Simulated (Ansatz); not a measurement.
`[F][Ga-]([F])([F])[PH3+]`. Total charge 0; spin multiplicity 1. All single points use the PBE0-D4/def2-TZVP geometry. It is one conformer, not always the lowest.

```xyz
8

F    -0.543    1.541    1.772
Ga   -1.054    0.842    0.247
F    -2.368   -0.318    0.305
F    -0.966    1.873   -1.169
P     0.862   -0.688   -0.202
H     1.891   -0.729    0.756
H     1.605   -0.463   -1.374
H     0.573   -2.058   -0.334
```

Q: What is the dipole moment at ωB97M-V/def2-TZVPP? (Best estimate.)

A: Computed: 6.33 D, with components (4.86, -3.88, -1.14) D in this frame, pointing from negative to positive charge.

Q: And with PBE, r2SCAN, B3LYP? (An estimate is asked.)

A: Ansatz gave: PBE 6.23 D, r2SCAN 6.39 D, B3LYP 6.38 D.

Q: Give the Mulliken charges with ωB97M-V, B3LYP, PBE in def2-TZVPP. (Estimate.)

A: The calculation gave: 
```
atom  ωB97M-V  B3LYP    PBE
  F1    -0.39  -0.39  -0.35
 Ga2     0.87   0.88   0.75
  F3    -0.39  -0.39  -0.35
  F4    -0.39  -0.39  -0.35
  P5    -0.05   0.02   0.00
  H6     0.12   0.09   0.10
  H7     0.12   0.09   0.10
  H8     0.12   0.09   0.10
```

B3LYP here is the variant with VWN-RPA as its local correlation; programs differ in this.
